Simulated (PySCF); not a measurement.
## Relaxation of triplet HfHF

Level of theory: UPBE0 in PySCF with Hf def2-TZVP with ECP60, H def2-TZVP, F def2-TZVP; scalar-relativistic core potentials, no spin–orbit coupling; density-fitted integrals. A (50,194) grid was used.

A hand-made bent start, of Cs symmetry, held to at least that symmetry:

```xyz
3
charge 0 multiplicity 3, angstrom
Hf   -0.1605    0.0000   -0.1230
H    -1.6677    0.0000    0.9324
F     1.6089    0.0000    1.1159
```

Q: What does it relax to?

A: It ends at Cs with Hf–F 1.891 Å, Hf–H 1.868 Å; F–Hf–H 120.3° (after a last refinement on a finer grid). A frequency run shows a minimum. Other isomers or separated fragments may lie lower.

Q: How much energy is released, and in how many steps?

A: 64.3 kJ/mol in 7 steps.

Other spin states or occupations of the open shell can lie lower. At this level a broken-symmetry Ms = 0 minimum of Cs symmetry lies 17 kJ/mol below this structure. Spin–orbit coupling, left out here, can matter for elements this heavy.
